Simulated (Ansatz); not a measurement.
Reaction (ligand exchange at the Al–N bond): `[NH2][AlH][OH]` + HI → `[OH][AlH][I]` + NH₃

Gas-phase electronic energies from Ansatz, PBE0-D4/def2-TZVP geometries. CCSD(T)/CBS adds triple-zeta CCSD(T) − MP2 to the extrapolated MP2 energy (def2 sets, frozen cores). This one scheme is used for every species. DFT in def2-TZVPP. B3LYP here is the variant with VWN-RPA as its local correlation; programs differ in this. HSE06 is defined as in plane-wave codes. Elements past krypton have def2 core potentials. For I outer-core shells are correlated without core-valence functions, which leaves a few kJ/mol of doubt a bond. Each species was taken in one conformer, which may not be the lowest.

```
             level  ΔE (kJ/mol)  difference from CCSD(T)/CBS
            PBE-D4        -68.0                          0.2
           PBE0-D4        -71.5                         -3.3
        r2SCANh-D4        -68.0                          0.2
        r2SCAN0-D4        -70.0                         -1.8
      CAM-B3LYP-D4        -56.5                         11.7
              BLYP        -56.2                         12.0
              PBE0        -70.6                         -2.4
             B3LYP        -59.5                          8.7
             HSE06        -71.1                         -2.9
             BHLYP        -62.8                          5.4
         CAM-B3LYP        -55.3                         12.9
      MP2/def2-SVP        -65.5                          2.7
     CCSD/def2-SVP        -61.5                          6.7
     HF/def2-TZVPP        -70.0                         -1.8
SCS-MP2/def2-TZVPP        -64.5                          3.7
    CCSD/CBS(def2)        -67.5                          0.7
       CCSD(T)/CBS        -68.2                            0
```

Largest T1 diagnostic among the species: 0.011.

At CCSD(T), def2-SVP lies +6.6 kJ/mol from the extrapolated value and def2-TZVPP +5.4 kJ/mol. From BLYP to BHLYP (50 % exact exchange), in def2-TZVPP and without D4, ΔE moves by −6.7 kJ/mol.
